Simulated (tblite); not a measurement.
Start geometry of `[SiH3]C1=C[CH]C1` [radical] from a force field or distance geometry (Å):
```
atom  x, y, z in Å
Si1    1.9568   -0.1630   -0.2315
C2     0.1073   -0.0697    0.1514
C3    -0.6451   -0.4690    1.2081
C4    -1.8828    0.0707    0.4875
C5    -1.0723    0.4833   -0.6170
H6     2.4819    1.2075   -0.4352
H7     2.6869   -0.8078    0.8777
H8     2.1700   -0.9354   -1.4708
H9    -0.4686   -0.9580    2.1585
H10   -2.9305    0.1000    0.7460
H11   -1.3202   -0.0230   -1.5654
H12   -1.0821    1.5638   -0.7913
```

Problem. What comes out of this run: GFN2-xTB geometry optimisation, gas phase (tblite)?

Solution. 
```
atom  x, y, z in Å
Si1    1.9507   -0.1537   -0.2427
C2     0.1412   -0.0666    0.1330
C3    -0.7137   -0.4466    1.1822
C4    -1.8474    0.0232    0.5669
C5    -1.0590    0.4877   -0.6358
H6     2.4815    1.2000   -0.4454
H7     2.6314   -0.7984    0.8796
H8     2.1669   -0.9233   -1.4741
H9    -0.5321   -0.9316    2.1251
H10   -2.8920    0.0638    0.8095
H11   -1.2828   -0.0196   -1.5744
H12   -1.0435    1.5644   -0.8059
```

The energy falls by 12.5 kcal/mol over 20 L-BFGS steps, the largest force on an atom goes from 4.93 to 0.010 eV/Å, and the atoms move by 0.056 Å rms after alignment. The bond that changes most is C3–C4 (both ends carbon bonded to 2 C and H), which shortens by 0.158 Å. Bonds longer at the end by more than 0.005 Å: 3 of 12; shorter: 8. Among the angles that change most is C2–C3–C4, from 88.7° to 94.3°. Rotational constants go from 11451, 2447, 2092 to 11627, 2461, 2107 MHz. The orientation of the end geometry is arbitrary; only internal coordinates are fixed.

The run took under 0.1 s of wall time on an Arm Neoverse V2 with one thread, shared host.

Its GFN2-xTB frequencies are all real (lowest 24 cm⁻¹). 2 starts were optimised and ended at 0.00 and 0.03 kcal/mol (GFN2-xTB); the lowest of these is shown.

These are computed values.
